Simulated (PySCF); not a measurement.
Task: Write Cartesian coordinates for 2-bromobenzyl alcohol, `OCC1=CC=CC=C1Br` as optimised with PBE0-D3(BJ)/def2-SVP.

Result: 
```xyz
16
C7H7BrO angstrom
O     -2.2469   -0.9872   -1.1847
C     -1.2884   -1.4752   -0.2905
C      0.1084   -0.9644   -0.5579
C      1.1042   -1.8188   -1.0423
C      2.3965   -1.3688   -1.3014
C      2.7215   -0.0326   -1.0812
C      1.7525    0.8466   -0.6027
C      0.4688    0.3723   -0.3486
Br    -0.8205    1.6055    0.3065
H     -2.3435   -0.0417   -1.0165
H     -1.2864   -2.5707   -0.3914
H     -1.5522   -1.2486    0.7620
H      0.8476   -2.8667   -1.2205
H      3.1503   -2.0630   -1.6791
H      3.7308    0.3340   -1.2819
H      1.9890    1.8970   -0.4254
```

Orientation and origin are arbitrary. Atoms count from 1 in this order. The 7 C–C bonds span 1.392 Å (C7–C8, aromatic) to 1.511 Å (C2–C3, drawn single), a spread of 0.119 Å. Of the pairs four or more bonds apart, Br9···H10 is among the closest relative to their van der Waals radii: 2.60 Å, 85 % of the sum of Bondi's values. The 6-membered ring C3–C4–C5–C6–C7–C8 has internal angles of 116.9° to 122.4°; it is planar, 0.00 Å rms from its mean plane, widest ring torsion 0°.

Bonds between heavy atoms (Å): O1–C2 1.399, C2–C3 1.511, C3–C4 1.399, C4–C5 1.393, C5–C6 1.393, C6–C7 1.393, C7–C8 1.392, C8–Br9 1.901, C3–C8 1.400.

Method: PBE0-D3(BJ)/def2-SVP geometry optimisation, gas phase in PySCF.

Point group: C1 (no symmetry element, even within 0.4 Å). Not checked by PBE0-D3(BJ)/def2-SVP frequencies. One conformer, not necessarily the lowest (H–O1–C2–C3 -68°, O1–C2–C3–C4 -110°).
